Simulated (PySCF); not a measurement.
Co(Cp)2, C10H10Co (cation, charge +1), singlet (GFN2-xTB optimised geometry):

```
21

Co    -0.021     0.159     0.000
C      0.744     0.442    -1.883
C      1.540    -0.490    -1.164
C      2.031     0.159     0.000
C      1.540     1.492     0.000
C      0.744     1.666    -1.164
H      0.305     0.279    -2.855
H      1.809    -1.481    -1.495
H      2.738    -0.254     0.704
H      1.808     2.265     0.703
H      0.305     2.594    -1.496
C     -0.701    -1.181     1.397
C     -1.408    -1.342     0.176
C     -2.051    -0.112    -0.125
C     -1.741     0.810     0.911
C     -0.906     0.149     1.851
H     -0.186    -1.961     1.937
H     -1.523    -2.265    -0.371
H     -2.738     0.061    -0.939
H     -2.151     1.802     1.018
H     -0.574     0.553     2.796
```

Computed with PBE0/def2-SVP run with PySCF 2.14.0.

Problem. What are the frontier orbital energies?

Solution. HOMO-2 -12.51 eV, HOMO-1 -12.17 eV, HOMO -12.17 eV, LUMO -6.36 eV, LUMO+1 -6.36 eV.

Meta-Löwdin charges at PBE0/def2-SVP: Co1 0.88, C2 -0.14, C3 -0.14, C4 -0.14, C5 -0.14, C6 -0.14, H7 0.15, H8 0.15, H9 0.15, H10 0.15, H11 0.15, C12 -0.14, C13 -0.14, C14 -0.14, C15 -0.14, C16 -0.14, H17 0.15, H18 0.15, H19 0.15, H20 0.15, H21 0.15.
